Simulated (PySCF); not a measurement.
A structure optimised at B3LYP-D3(BJ)/def2-SVP, used in a PySCF frequency run:

```xyz
11

Si     0.3883    -1.2816     0.0000
F     -0.7186    -2.4631     0.0000
O     -0.5681     0.1340     0.0000
C      0.1037     1.3030     0.0000
C     -0.7979     2.5041     0.0000
O      1.3138     1.3238     0.0000
H      1.1674    -1.3826     1.2500
H      1.1674    -1.3826    -1.2500
H     -1.4519     2.4736     0.8850
H     -0.1991     3.4221     0.0000
H     -1.4519     2.4736    -0.8850
```

Write its SMILES, formula and point group.

CC(=O)O[SiH2]F, C₂H₅FO₂Si, Cs

What are its rotational constants (standard atomic weights)?

7.6893, 1.5883, 1.3496 GHz
